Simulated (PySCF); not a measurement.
Magnetic shielding above rings: a mixed set.

Probes without a nucleus sit at each ring's centroid and 1 Å off its mean plane on both sides; NICS is minus the shielding there, NICSzz its component along the normal. Level: GIAO PBE0/pcSseg-1 (PySCF, non-relativistic, gas phase) on the GFN2-xTB geometries, one conformer each. Atom numbers follow the mapped SMILES.

Task: Order these rings by mean NICS(1)zz, lowest (most negative) first (ppm).
A. ring C2–C3–P4–C6 in `[CH3:1][C@H:2]1[CH2:3][P@@H:4](=[O:5])[CH2:6]1`
B. ring C2–C3–P4–C5–S7 in `[CH3:1][c:2]1[cH:3][p:4][c:5]([F:6])[s:7]1`
C. ring C3–C6–C7 in `[CH2:1]=[CH:2][C@@:3]1([O:4][CH3:5])[CH2:6][C@@H:7]1[C:8](=[O:9])[Cl:10]`
D. ring C4–Si5–S6–C7–S8–C9 in `[F:1][CH:2]([F:3])[C@@H:4]1[SiH2:5][S:6][CH2:7][S:8][C@@H:9]1[F:10]`
E. ring C2–C3–C4–C9 in `[F:1][C@H:2]1[CH2:3][C@H:4]([Si@@H:5]([SiH3:6])[S:7][SiH3:8])[CH2:9]1`
F. ring N3–N4–C5–C6–C7 in `[CH3:1][CH2:2][n:3]1[n:4][cH:5][cH:6][c:7]1[C:8]#[N:9]`
G. ring C6–C7–S8–Si9–S10 in `[F:1][C:2]([F:3])([F:4])[CH2:5][C@H:6]1[CH2:7][S:8][SiH2:9][S:10]1`

Result: F (-30.5), C (-21.6), B (-19.5), G (-2.8), E (-0.9), A (1.1), D (5.5).

```
                                 SMILES                                                      ring  NICS(0)  NICS(1)  NICS(1)zz  HOMA  rms pucker (Å)  ring atoms with four or more neighbours
                           CCn1nccc1C#N       5-membered ring with 2 N; formal bonds all aromatic    -13.9    -12.2      -30.5  0.98            0.00                                        0
           C=C[C@@]1(OC)C[C@@H]1C(=O)Cl            3-membered carbocycle; formal bonds all single    -38.2     -7.7      -21.6     –            0.00                                        3
                            Cc1cpc(F)s1   5-membered ring with P and S; formal bonds all aromatic    -10.7     -9.6      -19.5  0.70            0.00                                        0
              FC(F)(F)C[C@H]1CS[SiH2]S1  5-membered ring with 2 S and Si; formal bonds all single     -9.3     -5.1       -2.8     –            0.23                                        3
F[C@H]1C[C@H]([Si@@H]([SiH3])S[SiH3])C1            4-membered carbocycle; formal bonds all single     -1.9     -1.4       -0.9     –            0.09                                        4
                   C[C@H]1C[P@@H](=O)C1           4-membered ring with P; formal bonds all single     -4.2     -3.0        1.1     –            0.12                                        4
          FC(F)[C@@H]1[SiH2]SCS[C@@H]1F  6-membered ring with 2 S and Si; formal bonds all single     -2.1     -1.5        5.5     –            0.32                                        4
```

NICS(0) gives another order. The isotropic NICS(1) gives another order. HOMA uses Krygowski's 1993 parameters; it is left out where a ring has a four-coordinate atom, a triple bond, no multiple bond or a kind of bond without parameters. NICS(1) and NICS(1)zz are means over the two faces.
